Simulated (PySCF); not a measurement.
**Badger's rule along the second period: bonds to S**

PBE0 in PySCF with def2-SVPD on every atom, for the lowest determinant that a PBE0 search found; no spin–orbit coupling. Badger's rule says that Re = d + c·k^(−1/3) for bonds between atoms of fixed rows.

```csv
molecule,state (unpaired electrons),Re (Å),k (mdyn/Å)
SN,doublet (π ↑),1.500,9.43
CS,singlet (closed shell),1.537,?
BS,doublet (σ ↑),1.616,?
SF,doublet (π ↑),1.626,?
BeS,singlet (closed shell),1.756,4.13
```

Q: Fix c and d from SN and BeS.

A: c = (1.756 − 1.5)/(4.13^(−1/3) − 9.43^(−1/3)) = 1.707, d = 1.5 − c·9.43^(−1/3) = 0.692 Å.

Q: Predict k of the others and set the computed values beside them.

A: 

```csv
molecule,k by the rule,k computed,difference (%)
CS,8.24,9.17,-10
BS,6.31,7.11,-11
SF,6.11,5.08,20
```

The rule misses by 14 % on average; it knows nothing of spin state or of how ionic a bond is, and both change along this series.

States were picked by a PBE0 search and need not be the measured ground states.
